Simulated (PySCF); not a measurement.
**Molecular orbitals of TlSi**

r²SCAN0 at R = 2.689 Å; basis Tl def2-SVP with ECP60, Si def2-SVP; scalar-relativistic core potentials; PySCF 2.14. State: ⁴Σ⁻ (quartet), unpaired electrons σ ↑, π ↑↑. Only the outer orbitals are listed, counted within each symmetry, core potentials removing the inner ones.

| spin | orbital | occ. | ε (eV) | on Tl (%) | main shells (%) |
| --- | --- | --- | --- | --- | --- |
| α | 7σ | 1 | -13.73 | 37 | 61 Si s, 31 Tl s |
| α | 8σ | 1 | -10.63 | 61 | 59 Tl s, 32 Si s |
| α | 9σ | 1 | -5.68 | 42 | 56 Si p, 36 Tl p |
| α | 4π | 1 | -5.52 | 20 | 80 Si p, 18 Tl p |
| α | 4π | 1 | -5.52 | 20 | 80 Si p, 18 Tl p |
| α | 5π | 0 | -1.56 | 81 | 81 Tl p, 18 Si p |
| α | 5π | 0 | -1.56 | 81 | 81 Tl p, 18 Si p |
| α | 10σ | 0 | 0.81 | 77 | 74 Tl p, 26 Si p |
| β | 7σ | 1 | -11.81 | 67 | 64 Tl s, 31 Si s |
| β | 8σ | 1 | -8.77 | 37 | 62 Si s, 32 Tl s |
| β | 9σ | 0 | -2.29 | 48 | 47 Si p, 46 Tl p |
| β | 4π | 0 | -2.12 | 63 | 62 Tl p, 37 Si p |
| β | 4π | 0 | -2.12 | 63 | 62 Tl p, 37 Si p |

**Question.** Which are the highest filled and the lowest empty level, where do they sit, and how wide is the gap?

**Answer.** Highest filled α 4π at -5.52 eV (in %: 80 Si p, 18 Tl p); lowest empty β 9σ at -2.29 eV (in %: 47 Si p, 46 Tl p); the gap at r²SCAN0 is 3.23 eV.

* bond order (Mayer): 1.27
* ⟨S²⟩: 3.755
* charge on Tl (Mulliken, basis-dependent): 0.21
* charge on Tl (Löwdin, basis-dependent): 0.07
* dipole moment (positive dipole means Tl(−)Si(+)): -2.70 D

Spin–orbit coupling is left out, which matters for elements this heavy, above all for dissociation energies. The state was picked by a PBE0 search and need not be the measured ground state.
